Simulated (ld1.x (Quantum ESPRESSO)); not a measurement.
Plane-wave convergence, RRKJ potential for fluorine (F)

F (Z = 9), norm-conserving RRKJ (Kleinman–Bylander form), made with ld1.x (Quantum ESPRESSO) 7.5 (PBEsol, fully relativistic). Core [He], reference 2s2 2p4.75 (charge +0.25). Waves: 2p (bound): rc 1.35 bohr; 3d channel at 0.5 Ry: rc 1.15 bohr; 2s (bound): rc 0.60 bohr. Local part: the s channel. Core correction: none.

Open shells are filled in proportion to 2j + 1 (rel_dist='average').

The pseudo-atom Hamiltonian at the reference potential is diagonalised in spherical Bessel functions j_l(qr) that vanish at 20 bohr, with q² up to the cutoff. All-electron valence levels (Ry): 2p1/2 -1.1041, 2p3/2 -1.0992, 2s -2.4805.

Problem. How do the lowest levels (Ry) of each channel move with the cutoff, and are there ghosts?

Solution.

| cutoff (Ry) | p1/2 #1 | p1/2 #2 | p3/2 #1 | p3/2 #2 | d3/2 #1 | d3/2 #2 | d5/2 #1 | d5/2 #2 | s #1 | f #1 | Σ f·Δε (mRy) |
| --- | --- | --- | --- | --- | --- | --- | --- | --- | --- | --- | --- |
| 8 | -0.1719 | 0.0081 | -0.1718 | 0.0081 | 0.0383 | 0.1403 | 0.0383 | 0.1403 | -2.1606 | 0.0830 | 5052.4 |
| 15 | -0.3805 | -0.0013 | -0.3800 | -0.0013 | 0.0383 | 0.1402 | 0.0383 | 0.1402 | -2.2289 | 0.0830 | 3926.3 |
| 21 | -0.5495 | -0.0052 | -0.5483 | -0.0052 | 0.0383 | 0.1402 | 0.0383 | 0.1402 | -2.2360 | 0.0830 | 3111.4 |
| 35 | -0.9340 | -0.0108 | -0.9305 | -0.0108 | 0.0383 | 0.1402 | 0.0383 | 0.1402 | -2.3102 | 0.0830 | 1144.0 |
| 50 | -1.0749 | -0.0124 | -1.0703 | -0.0123 | 0.0383 | 0.1402 | 0.0383 | 0.1402 | -2.4019 | 0.0830 | 294.6 |
| 60 | -1.0976 | -0.0126 | -1.0929 | -0.0126 | 0.0383 | 0.1402 | 0.0383 | 0.1402 | -2.4341 | 0.0830 | 122.9 |
| 90 | -1.1040 | -0.0127 | -1.0991 | -0.0126 | 0.0383 | 0.1402 | 0.0383 | 0.1402 | -2.4706 | 0.0830 | 20.0 |
| 120 | -1.1041 | -0.0127 | -1.0992 | -0.0127 | 0.0383 | 0.1402 | 0.0383 | 0.1402 | -2.4730 | 0.0830 | 14.7 |
| 180 | -1.1041 | -0.0127 | -1.0993 | -0.0127 | 0.0383 | 0.1402 | 0.0383 | 0.1402 | -2.4762 | 0.0830 | 8.1 |
| 230 | -1.1041 | -0.0127 | -1.0993 | -0.0127 | 0.0383 | 0.1402 | 0.0383 | 0.1402 | -2.4793 | 0.0830 | 2.1 |
| 350 | -1.1041 | -0.0127 | -1.0993 | -0.0127 | 0.0383 | 0.1402 | 0.0383 | 0.1402 | -2.4802 | 0.0830 | 0.3 |
| 400 | -1.1041 | -0.0127 | -1.0993 | -0.0127 | 0.0383 | 0.1402 | 0.0383 | 0.1402 | -2.4803 | 0.0830 | 0.0 |

Result: no extra level below or beside the all-electron valence levels (p1/2, p3/2, d3/2, d5/2, s, f tested); 10 mRy is reached at 180 Ry and 1 mRy at 260 Ry.

Its largest configuration-test error is +2460 meV.
